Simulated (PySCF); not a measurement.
A series of related molecules.

All values: PBE0/pcSseg-1 (PySCF) at GFN2-xTB geometries, gas phase, one conformer each.

Question: Rank by the lowest Hirshfeld charge on any atom, highest value first.
A. `CC(C)O[SiH2]C#C[SiH3]`
B. `CC(=O)[SiH2]C#C[SiH3]`
C. `[SiH3]C#C[SiH2]c1ccccc1`
D. `N#C[SiH2]C#C[SiH3]`

Answer: C (-0.143 e), D (-0.192 e), A (-0.212 e), B (-0.224 e).

Question: Rank by the highest IAO charge on any atom, highest value first.
A. `CC(=O)[SiH2]C#C[SiH3]`
B. `N#C[SiH2]C#C[SiH3]`
C. `CC(C)O[SiH2]C#C[SiH3]`
D. `[SiH3]C#C[SiH2]C1=CC=CC=C1`

Answer: C (+1.018 e), B (+0.798 e), D (+0.775 e), A (+0.709 e).

Question: Rank by HOMO–LUMO gap, lowest first.
A. `[SiH3]C#C[SiH2]c1ccccc1`
B. `CC(=O)[SiH2]C#C[SiH3]`
C. `CS[SiH2]C#C[SiH3]`
D. `FC[SiH2]C#C[SiH3]`

Answer: B (5.61 eV), C (5.98 eV), A (6.69 eV), D (7.43 eV).

All values together:

```csv
SMILES,formula,μ (D),HOMO (eV),LUMO (eV),lowest IAO charge (e),highest IAO charge (e),lowest Hirshfeld charge (e),highest Hirshfeld charge (e)
CC(=O)[SiH2]C#C[SiH3],C4H8OSi2,2.83,-6.87,-1.26,-0.475 (C),+0.709 (Si),-0.224 (O),+0.354 (Si)
CC(C)O[SiH2]C#C[SiH3],C5H12OSi2,1.30,-8.07,-0.75,-0.642 (O),+1.018 (Si),-0.212 (O),+0.415 (Si)
FC[SiH2]C#C[SiH3],C3H7FSi2,2.03,-8.12,-0.69,-0.326 (F),+0.778 (Si),-0.148 (C),+0.366 (Si)
CS[SiH2]C#C[SiH3],C3H8SSi2,1.90,-6.87,-0.89,-0.498 (C),+0.710 (Si),-0.147 (C),+0.348 (Si)
[SiH3]C#C[SiH2]c1ccccc1,C8H10Si2,0.72,-7.46,-0.77,-0.310 (C),+0.775 (Si),-0.143 (C),+0.356 (Si)
N#C[SiH2]C#C[SiH3],C3H5NSi2,3.89,-8.63,-1.14,-0.325 (C),+0.798 (Si),-0.192 (N),+0.419 (Si)
```

Conformers: `[CH3:1][C:2](=[O:3])[SiH2:4][C:5]#[C:6][SiH3:7]` with C1–C2–Si4–C5 33°; `[CH3:1][CH:2]([CH3:3])[O:4][SiH2:5][C:6]#[C:7][SiH3:8]` with C1–C2–O4–Si5 -73°, C2–O4–Si5–C6 63°; `[F:1][CH2:2][SiH2:3][C:4]#[C:5][SiH3:6]` with F1–C2–Si3–C4 180°; `[CH3:1][S:2][SiH2:3][C:4]#[C:5][SiH3:6]` with C1–S2–Si3–C4 54°; `[SiH3:1][C:2]#[C:3][SiH2:4][c:5]1[cH:6][cH:7][cH:8][cH:9][cH:10]1` with C3–Si4–C5–C6 19°.
